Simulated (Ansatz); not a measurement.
Geometry optimisation, UKS PBE/def2-SVP in Ansatz.

The input (input.yaml):

```yaml
crystal:
  periodic: [false, false, false]
  atoms:
    - { symbol: Sn, position_ang: [0.0, 0.0, 0.0] }
    - { symbol: Cl, position_ang: [0.0, 0.0, 2.66] }
    - { symbol: Cl, position_ang: [2.2726, 0.0, -0.8025] }
    - { symbol: Cl, position_ang: [-1.1351, 1.9666, -0.8025] }
    - { symbol: Cl, position_ang: [-1.1351, -1.9666, -0.8025] }
    - { symbol: "N", position_ang: [0.0, 0.0, 4.69] }
    - { symbol: H, position_ang: [-0.496, -0.7725, 5.22] }
    - { symbol: H, position_ang: [0.496, 0.7725, 5.22] }
magnetization:
  spin_polarized: true
  initial_magnetization: 1
basis:
  gaussian: { orbitals: def2-SVP }
hamiltonian:
  xc: pbe
relax:
  f_tol: 0.15
  max_steps: 25
  restrain:
    - { distance: [1, 5], at: 2.93, k: 30.0 }
    - { distance: [0, 1], at: 2.41, k: 30.0 }
```

Launched with:

```bash
$ ansatz run input.yaml --threads 4 --pin off --max-ram 5120MiB --backend cpu --events-out ev --progress --plain --runs-dir out
```

Question: Where does it end, and by what steps?

Answer: The run converged. The restraints hold the end off the free minimum. After 6 steps the energy has fallen by 0.932 eV (the restraints' own energy left out); H7 moved furthest, 0.53 Å. Parted: Cl2–N6.

| step | energy less start (eV) | largest force component (eV/Å) | accepted |
| --- | --- | --- | --- |
| 0 | 0.0000 | 1.865 | yes |
| 1 | -0.3728 | 1.604 | yes |
| 2 | -0.2858 | 3.303 | yes |
| 3 | -0.3532 | 1.720 | yes |
| 4 | -0.8175 | 1.330 | yes |
| 5 | -0.9186 | 0.858 | yes |
| 6 | -0.9315 | 0.601 | yes |

```xyz
8
Properties=species:S:1:pos:R:3
Sn 0.001 0.000 -0.229
Cl -0.015 0.010 2.162
Cl 2.207 -0.002 -1.037
Cl -1.098 1.908 -1.048
Cl -1.098 -1.911 -1.042
N -0.049 0.031 5.091
H -0.410 -0.700 5.743
H 0.465 0.664 5.742
```

Run time: 10 s on 4 threads of AMD EPYC 9R45 96-Core Processor (Zen 5), on a shared host, peak memory 0.32 GiB.
